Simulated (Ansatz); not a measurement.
Input (X2C-CCSDT(Q)/aug-cc-pwCVTZ-DK; Ansatz, a program for electronic structure): The .json basis holds the Basis Set Exchange's core-valence set for the 3d metal and cc-pVXZ-DK of the same size for its partners.

Ansatz 0.2 input:
```yaml
crystal:
  periodic: [false, false, false]
  atoms:
    - {symbol: V, position_ang: [0.00000000, 0.00000000, 0.00000000]}
basis:
  gaussian:
    orbitals: aug-cc-pwCVTZ-DK.json
total_charge: 2
magnetization: {spin_polarized: true, initial_magnetization: 3}
correlation: {method: ccsdt_q, frozen_orbitals: {V: 5}}
scf: {lower_state_search: full}
```

Output:

```
Functional definition: HF
integrals: 0.56 GiB planned
1241 factors; integrals over basis functions are off by at most 2.8e-8 eV
mean field: 0.53 GiB planned
mean field evaluation 1: about -25777.6302 eV, gradient 4.2e1 eV
mean field evaluation 2: about -25777.6327 eV, gradient 4.2e1 eV
mean field evaluation 4: about -25780.6525 eV, gradient 1.3e0 eV
mean field evaluation 8: about -25780.6594 eV, gradient 1.5e-5 eV
mean field evaluation 16: about -25780.9960 eV, gradient 2.8e0 eV
mean field evaluation 32: about -25780.9543 eV, gradient 3.9e0 eV
mean field evaluation 64: about -25780.6594 eV, gradient 2.1e-6 eV
mean field evaluation 96: about -25777.9034 eV, gradient 2.0e1 eV
mean field evaluation 128: about -25780.9840 eV, gradient 1.8e0 eV
mean field evaluation 160: about -25778.5587 eV, gradient 1.9e1 eV
mean field evaluation 192: about -25781.0160 eV, gradient 2.9e-3 eV
mean field evaluation 224: about -25779.8243 eV, gradient 1.9e0 eV
mean field evaluation 256: about -25780.6594 eV, gradient 1.3e-6 eV
mean field evaluation 288: about -25633.1832 eV, gradient 7.3e1 eV
mean field evaluation 320: about -25780.6594 eV, gradient 2.5e-6 eV
mean field evaluation 352: about -25780.5899 eV, gradient 3.0e0 eV
mean field evaluation 384: about -25781.0155 eV, gradient 2.1e-1 eV
mean field evaluation 416: about -25781.0133 eV, gradient 5.1e-1 eV
mean field evaluation 448: about -25775.5871 eV, gradient 9.7e-1 eV
mean field evaluation 480: about -25780.5816 eV, gradient 1.8e1 eV
mean field evaluation 512: about -25781.0121 eV, gradient 4.6e-1 eV
mean field evaluation 544: about -25780.6212 eV, gradient 1.4e0 eV
mean field evaluation 576: about -25779.6191 eV, gradient 8.1e-1 eV
mean field evaluation 608: about -25775.9583 eV, gradient 8.8e-2 eV
mean field evaluation 640: about -25775.5492 eV, gradient 4.5e-2 eV
mean field evaluation 672: about -25775.4689 eV, gradient 1.6e0 eV
mean field evaluation 704: about -25781.0139 eV, gradient 4.3e-1 eV
mean field evaluation 736: about -25775.5574 eV, gradient 3.7e0 eV
mean field evaluation 768: about -25781.0159 eV, gradient 1.4e-2 eV
mean field evaluation 800: about -25781.0160 eV, gradient 9.0e-4 eV
mean field -25781.01595097 eV, -947.4348611979 hartree, gradient 1.8e-6 eV, S^2 3.752588; 21 other end points of the search recorded, 0 dependent functions left out
determinant -25781.01595097 eV, -947.4348611979 hartree, with singles and doubles -25791.40214990 eV, -947.8165469684 hartree
determinant -25780.65937346 eV, -947.4217572161 hartree, with singles and doubles -25791.17637768 eV, -947.8082499923 hartree
determinant -25779.54646655 eV, -947.3808586414 hartree, with singles and doubles -25790.37340837 eV, -947.7787414146 hartree
determinant -25781.01595097 eV, -947.4348611979 hartree, with singles and doubles -25791.38422278 eV, -947.8158881592 hartree
determinant -25780.65937346 eV, -947.4217572161 hartree, with singles and doubles -25791.15256894 eV, -947.8073750373 hartree
5 core orbitals not correlated
reference -25781.01595097 eV, -947.4348611979 hartree; 7, 4 occupied and 115, 118 virtual orbitals, 1241 factors
second order -9.93759464 eV of doubles, -0.00000000 eV of singles
coupled cluster: 6.36 GiB planned
cycle   1  -10.24219770 eV  change   -3.0e-1 eV  update   3.5e-2
cycle   2  -10.54047760 eV  change   -3.0e-1 eV  update   1.2e-2
cycle   3  -10.61178445 eV  change   -7.1e-2 eV  update   4.1e-3
cycle   4  -10.59655856 eV  change    1.5e-2 eV  update   9.2e-4
cycle   5  -10.59521018 eV  change    1.3e-3 eV  update   4.8e-4
cycle   6  -10.59625659 eV  change   -1.0e-3 eV  update   1.6e-4
cycle   7  -10.59615137 eV  change    1.1e-4 eV  update   6.1e-5
cycle   8  -10.59603456 eV  change    1.2e-4 eV  update   2.2e-5
cycle   9  -10.59606392 eV  change   -2.9e-5 eV  update   9.3e-6
cycle  10  -10.59605908 eV  change    4.8e-6 eV  update   6.3e-6
cycle  11  -10.59606322 eV  change   -4.1e-6 eV  update   4.7e-6
cycle  12  -10.59606348 eV  change   -2.6e-7 eV  update   3.4e-6
cycle  13  -10.59606367 eV  change   -1.9e-7 eV  update   2.6e-6
cycle  14  -10.59606366 eV  change    3.3e-9 eV  update   2.0e-6
cycle  15  -10.59606367 eV  change   -9.4e-9 eV  update   1.6e-6
cycle  16  -10.59606368 eV  change   -8.8e-9 eV  update   1.2e-6
perturbative correction -0.00469241 eV, -0.0001724428 hartree
Total energy: -25791.61670706 eV, -947.8244317988 hartree
Relativity: scalar
```
